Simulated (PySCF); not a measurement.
H5GaGe, singlet, geometry from GFN2-xTB (such geometries of metal compounds can be far from the true shape), with bond 4-2 at 1.4 times its length; CASSCF(6,6)/STO-3G (PySCF).

The PySCF input:
```python
from pyscf import gto, scf, mcscf
import numpy

mol = gto.M(
    atom='''
Ga   -1.21455644   -0.08224072   -0.28881230
Ge    1.13951496    0.07921847    0.27183005
H     1.96689899   -1.11300814   -0.15397235
H     2.21592732    1.69755474   -0.57076106
H     1.48007651    0.19713875    1.74125708
H    -2.33070170    0.96707405    0.13751887
H    -1.83788367   -1.27190630   -1.14016315
''',
    basis='sto-3g',
    verbose=4,
)

mf = scf.RHF(mol)
mf.kernel()
mc = mcscf.CASSCF(mf, 6, 6)
mc.fix_spin_(ss=0.0)
mc.kernel()
occ = numpy.linalg.eigvalsh(mc.fcisolver.make_rdm1(mc.ci, mc.ncas, mc.nelecas))[::-1]
ss = mc.fcisolver.spin_square(mc.ci, mc.ncas, mc.nelecas)[0]
print('natural occupations', occ.round(4), ' <S^2>', round(ss, 4))
```

Output, abridged:

```
PySCF version 2.14.0

[INPUT] verbose = 4
[INPUT] num. atoms = 7
[INPUT] num. electrons = 68
[INPUT] charge = 0
[INPUT] spin (= nelec alpha-beta = 2S) = 0
[INPUT] symmetry False subgroup None
[INPUT] Mole.unit = angstrom
[INPUT] Symbol           X                Y                Z      unit          X                Y                Z       unit  Magmom
[...]
nuclear repulsion = 292.420774419503
number of shells = 21
number of NR pGTOs = 123
number of NR cGTOs = 41
basis = sto-3g
ecp = {}

******** <class 'pyscf.scf.hf.RHF'> ********
method = RHF
initial guess = minao
damping factor = 0
level_shift factor = 0
DIIS = <class 'pyscf.scf.diis.CDIIS'>
diis_start_cycle = 1
diis_space = 8
diis_damp = 0
SCF conv_tol = 1e-09
SCF conv_tol_grad = None
SCF max_cycles = 50
direct_scf = True
direct_scf_tol = 1e-13
Set gradient conv threshold to 3.16228e-05
Initial guess from minao.
init E= -3949.82839289934
[...]
cycle= 1 E= -3955.2519639154  delta_E= -5.42  |g|= 0.584  |ddm|= 2.72
[...]
cycle= 2 E= -3955.42568820926  delta_E= -0.174  |g|= 0.0993  |ddm|= 1.41
[...]
cycle= 3 E= -3955.4313941443  delta_E= -0.00571  |g|= 0.0252  |ddm|= 0.215
[...]
cycle= 4 E= -3955.43191652684  delta_E= -0.000522  |g|= 0.00501  |ddm|= 0.0883
[...]
cycle= 5 E= -3955.43194315154  delta_E= -2.66e-05  |g|= 0.00199  |ddm|= 0.0195
[...]
cycle= 6 E= -3955.43195030436  delta_E= -7.15e-06  |g|= 0.00086  |ddm|= 0.0124
[...]
cycle= 7 E= -3955.4319525359  delta_E= -2.23e-06  |g|= 0.00068  |ddm|= 0.0058
[...]
cycle= 8 E= -3955.43195401523  delta_E= -1.48e-06  |g|= 0.000683  |ddm|= 0.00343
[...]
cycle= 9 E= -3955.43195225043  delta_E= 1.76e-06  |g|= 0.000663  |ddm|= 0.00408
[...]
cycle= 10 E= -3955.43194453345  delta_E= 7.72e-06  |g|= 0.000572  |ddm|= 0.0203
[...]
cycle= 11 E= -3955.43193786747  delta_E= 6.67e-06  |g|= 0.0005  |ddm|= 0.0249
[...]
cycle= 12 E= -3955.43193811613  delta_E= -2.49e-07  |g|= 0.000485  |ddm|= 0.00265
[...]
cycle= 13 E= -3955.43193941977  delta_E= -1.3e-06  |g|= 0.000474  |ddm|= 0.00429
[...]
cycle= 14 E= -3955.43194344108  delta_E= -4.02e-06  |g|= 0.000455  |ddm|= 0.0138
[...]
cycle= 15 E= -3955.43195029192  delta_E= -6.85e-06  |g|= 0.00044  |ddm|= 0.0248
[...]
cycle= 16 E= -3955.43195279618  delta_E= -2.5e-06  |g|= 0.000433  |ddm|= 0.00927
[...]
cycle= 17 E= -3955.43195307219  delta_E= -2.76e-07  |g|= 0.000432  |ddm|= 0.00109
[...]
cycle= 18 E= -3955.43195318436  delta_E= -1.12e-07  |g|= 0.000433  |ddm|= 0.000408
[...]
cycle= 19 E= -3955.43194942723  delta_E= 3.76e-06  |g|= 0.000437  |ddm|= 0.0149
[...]
cycle= 20 E= -3955.43194955617  delta_E= -1.29e-07  |g|= 0.000425  |ddm|= 0.00111
[...]
cycle= 21 E= -3955.43194771977  delta_E= 1.84e-06  |g|= 0.000429  |ddm|= 0.00855
[...]
cycle= 22 E= -3955.43194684735  delta_E= 8.72e-07  |g|= 0.000407  |ddm|= 0.00647
[...]
cycle= 23 E= -3955.43194759339  delta_E= -7.46e-07  |g|= 0.0004  |ddm|= 0.00793
[...]
cycle= 24 E= -3955.43194861725  delta_E= -1.02e-06  |g|= 0.000391  |ddm|= 0.00622
[...]
cycle= 25 E= -3955.43195196008  delta_E= -3.34e-06  |g|= 0.000368  |ddm|= 0.0168
[...]
cycle= 26 E= -3955.43195996032  delta_E= -8e-06  |g|= 0.000428  |ddm|= 0.043
[...]
cycle= 27 E= -3955.4319638578  delta_E= -3.9e-06  |g|= 0.000319  |ddm|= 0.0256
[...]
cycle= 28 E= -3955.43196530567  delta_E= -1.45e-06  |g|= 0.000276  |ddm|= 0.00957
[...]
cycle= 29 E= -3955.43196890601  delta_E= -3.6e-06  |g|= 0.000345  |ddm|= 0.0251
[...]
cycle= 30 E= -3955.43197092471  delta_E= -2.02e-06  |g|= 0.000473  |ddm|= 0.0197
[...]
cycle= 31 E= -3955.43197470985  delta_E= -3.79e-06  |g|= 0.000792  |ddm|= 0.0649
[...]
cycle= 32 E= -3955.43197401206  delta_E= 6.98e-07  |g|= 0.000617  |ddm|= 0.0275
[...]
cycle= 33 E= -3955.43197495802  delta_E= -9.46e-07  |g|= 0.000415  |ddm|= 0.0378
[...]
cycle= 34 E= -3955.43197509413  delta_E= -1.36e-07  |g|= 8.45e-05  |ddm|= 0.00853
[...]
cycle= 35 E= -3955.43197509243  delta_E= 1.7e-09  |g|= 5.53e-05  |ddm|= 0.00283
[...]
cycle= 36 E= -3955.43197510038  delta_E= -7.95e-09  |g|= 3.96e-05  |ddm|= 0.000905
[...]
converged SCF energy = -3955.43197511214
CASCI E = -3955.48487576408  S^2 = 0.0000000
[...]
macro iter  32 ( 21 JK    4 micro), CASSCF E = -3955.60744689609  dE = -3.21784745e-03  S^2 = 0.0000000
               |grad[o]|=0.0048  |grad[c]|=0.0152  |ddm|=0.0163  |maxRot[o]|=0.166
macro iter  33 ( 12 JK    3 micro), CASSCF E = -3955.61231352417  dE = -4.86662808e-03  S^2 = 0.0000000
               |grad[o]|=0.00843  |grad[c]|=0.0218  |ddm|=0.0306  |maxRot[o]|=0.148
macro iter  34 ( 21 JK    4 micro), CASSCF E = -3955.61465068036  dE = -2.33715619e-03  S^2 = 0.0000000
               |grad[o]|=0.00906  |grad[c]|=0.0126  |ddm|=0.0081  |maxRot[o]|=0.0873
macro iter  35 ( 21 JK    4 micro), CASSCF E = -3955.61560065678  dE = -9.49976423e-04  S^2 = 0.0000000
               |grad[o]|=0.00721  |grad[c]|=0.0118  |ddm|=0.00451  |maxRot[o]|=0.0899
macro iter  36 ( 21 JK    4 micro), CASSCF E = -3955.61568722603  dE = -8.65692464e-05  S^2 = 0.0000000
               |grad[o]|=0.0028  |grad[c]|=0.00236  |ddm|=0.0068  |maxRot[o]|=0.024
macro iter  37 ( 21 JK    4 micro), CASSCF E = -3955.61571844991  dE = -3.12238776e-05  S^2 = 0.0000000
               |grad[o]|=0.00196  |grad[c]|=0.00165  |ddm|=0.00496  |maxRot[o]|=0.016
macro iter  38 ( 21 JK    4 micro), CASSCF E = -3955.61572844649  dE = -9.99658505e-06  S^2 = 0.0000000
               |grad[o]|=0.0017  |grad[c]|=0.00126  |ddm|=0.00353  |maxRot[o]|=0.0149
macro iter  39 ( 21 JK    4 micro), CASSCF E = -3955.61573073704  dE = -2.29054513e-06  S^2 = 0.0000000
               |grad[o]|=0.00157  |grad[c]|=0.00108  |ddm|=0.00208  |maxRot[o]|=0.00986
macro iter  40 ( 21 JK    4 micro), CASSCF E = -3955.61573074915  dE = -1.21099220e-08  S^2 = 0.0000000
               |grad[o]|=0.00148  |grad[c]|=0.00101  |ddm|=0.00135  |maxRot[o]|=0.00501
macro iter  41 ( 21 JK    4 micro), CASSCF E = -3955.61576165827  dE = -3.09091197e-05  S^2 = 0.0000000
               |grad[o]|=0.00145  |grad[c]|=0.000314  |ddm|=0.00112  |maxRot[o]|=0.0479
macro iter  42 ( 18 JK    4 micro), CASSCF E = -3955.61579659458  dE = -3.49363177e-05  S^2 = 0.0000000
               |grad[o]|=0.00104  |grad[c]|=0.000551  |ddm|=0.00224  |maxRot[o]|=0.0806
macro iter  43 ( 18 JK    4 micro), CASSCF E = -3955.61580302216  dE = -6.42757414e-06  S^2 = 0.0000000
               |grad[o]|=0.00105  |grad[c]|=0.00118  |ddm|=0.00299  |maxRot[o]|=0.0209
macro iter  44 ( 17 JK    4 micro), CASSCF E = -3955.61581016494  dE = -7.14278212e-06  S^2 = 0.0000000
               |grad[o]|=0.00101  |grad[c]|=0.00164  |ddm|=0.00199  |maxRot[o]|=0.00958
macro iter  45 ( 17 JK    4 micro), CASSCF E = -3955.61582719352  dE = -1.70285834e-05  S^2 = 0.0000000
               |grad[o]|=0.000696  |grad[c]|=0.00132  |ddm|=0.00156  |maxRot[o]|=0.0405
macro iter  46 ( 17 JK    4 micro), CASSCF E = -3955.61584437148  dE = -1.71779548e-05  S^2 = 0.0000000
               |grad[o]|=0.000375  |grad[c]|=0.00161  |ddm|=0.00903  |maxRot[o]|=0.111
macro iter  47 ( 19 JK    4 micro), CASSCF E = -3955.61585260072  dE = -8.22923766e-06  S^2 = 0.0000000
               |grad[o]|=0.00146  |grad[c]|=0.000569  |ddm|=0.00187  |maxRot[o]|=0.00778
macro iter  48 ( 24 JK    4 micro), CASSCF E = -3955.61585730697  dE = -4.70625446e-06  S^2 = 0.0000000
               |grad[o]|=0.00028  |grad[c]|=0.000397  |ddm|=0.00263  |maxRot[o]|=0.0362
macro iter  49 ( 24 JK    4 micro), CASSCF E = -3955.61585960057  dE = -2.29359784e-06  S^2 = 0.0000000
               |grad[o]|=0.000368  |grad[c]|=0.000251  |ddm|=0.00161  |maxRot[o]|=0.0175
macro iter  50 (  8 JK    1 micro), CASSCF E = -3955.61585995817  dE = -3.57604677e-07  S^2 = 0.0000000
               |grad[o]|=0.000139  |grad[c]|=0.000199  |ddm|=0.000373  |maxRot[o]|=0.00457
1-step CASSCF not converged,  50 macro (715 JK 155 micro) steps
CASSCF canonicalization
Density matrix diagonal elements [1.74889837 1.86018872 1.18682309 0.98819991 0.14502124 0.07086868]
CASSCF energy = -3955.61585995817
CASCI E = -3955.61585995817  E(CI) = -6.92924853723935  S^2 = 0.0000000
natural occupations [1.9686 1.878  1.0013 0.9998 0.1212 0.0311]  <S^2> 0.0
```

The run did not converge; its last values are not results.
